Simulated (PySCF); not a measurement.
Isomers of C2H11NOSi2, one conformer each; single-point electronic energies without zero-point terms and without any empirical dispersion term.

Level: PBE0/pcSseg-1 in PySCF, non-relativistic, each on one gas-phase PBE0-D3(BJ)/def2-SVP geometry that isn't relaxed in the solvent. The solvent is an IEF-PCM continuum (Bondi radii, 1.10 Å for H, scaled by 1.2). Specific hydrogen bonds and non-electrostatic terms are outside this model.

```json
{"isomer": "`CN(C)[SiH2]O[SiH3]`", "relative energy, gas (kcal/mol)": "0.0", "dipole (D)": "1.51"}
{"isomer": "`N[SiH2]CC[SiH2]O`", "relative energy, gas (kcal/mol)": "1.1", "dipole (D)": "3.25"}
{"isomer": "`CN[SiH2]C[SiH2]O`", "relative energy, gas (kcal/mol)": "4.9", "dipole (D)": "3.00"}
{"isomer": "`[SiH2]([SiH2]COC)N`", "relative energy, gas (kcal/mol)": "52.9", "dipole (D)": "0.42"}
```

**Question.** How do the relative energies look in cyclohexane (ε = 2.017)?

**Answer.** 
```tsv
isomer	relative energy, solvent (kcal/mol)	E(solvent) − E(gas) (kcal/mol)	dipole in solvent (D)
`CN(C)[SiH2]O[SiH3]`	0.9	-0.7	1.66
`N[SiH2]CC[SiH2]O`	0.0	-2.7	3.53
`CN[SiH2]C[SiH2]O`	4.3	-2.2	3.27
`[SiH2]([SiH2]COC)N`	52.5	-2.0	0.45
```

`N[SiH2]CC[SiH2]O` becomes the lowest. Conformers: `[CH3:1][N:2]([CH3:3])[SiH2:4][O:5][SiH3:6]` with C1–N2–Si4–O5 79°, N2–Si4–O5–Si6 53°; `[NH2:1][SiH2:2][CH2:3][CH2:4][SiH2:5][OH:6]` with H–N1–Si2–C3 -64° and 168°, N1–Si2–C3–C4 -70°, Si2–C3–C4–Si5 69°, C3–C4–Si5–O6 -67°, C4–Si5–O6–H 53°; `[CH3:1][NH:2][SiH2:3][CH2:4][SiH2:5][OH:6]` with C1–N2–Si3–C4 69°, N2–Si3–C4–Si5 52°, Si3–C4–Si5–O6 -45°, C4–Si5–O6–H 29°; `[CH3:1][O:2][CH2:3][SiH2:4][SiH2:5][NH2:6]` with C1–O2–C3–Si4 180°, O2–C3–Si4–Si5 43°, C3–Si4–Si5–N6 170°, Si4–Si5–N6–H 52° and -172°. `N[SiH2]CC[SiH2]O` gains most from the continuum, and it has the largest gas-phase dipole. The gains span 2.0 kcal/mol, the gas-phase energies 52.9 kcal/mol.
